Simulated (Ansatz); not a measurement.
Basis-set extrapolation for C₃H₇AlO₂ (`C[O][Al]1[CH2]C[O]1`) (PBE0-D4/def2-TZVP geometry, frozen core, Ansatz). Multiplicity 1, RHF reference.

```json
{"": "HF", "def2-TZVPP": "-509.506782", "def2-QZVPP": "-509.526836"}
{"": "MP2 correlation", "def2-TZVPP": "-1.057191", "def2-QZVPP": "-1.133423"}
{"": "CCSD(T) correlation", "def2-TZVPP": "-1.135370", "def2-QZVPP": "not run"}
```

Energies in hartree. Use E(X) = E(∞) + A·exp(−7.88·√X) for Hartree–Fock and E(X) = E(∞) + B·X^(−2.97) for correlation, with X = 3 and 4, and add CCSD(T) minus MP2 of the smaller set to the MP2 limit.

Problem. What is the CCSD(T) energy at the basis-set limit?

Solution. HF limit: -509.526836 + (-0.020054) × 0.13774 = -509.52960. MP2 limit: -1.133423 + (-0.076232) × 0.74074 = -1.18989. Higher-order term: -1.135370 − (-1.057191) = -0.07818. Total: -510.79767 hartree, 408.3 kJ/mol below CCSD(T)/def2-TZVPP.
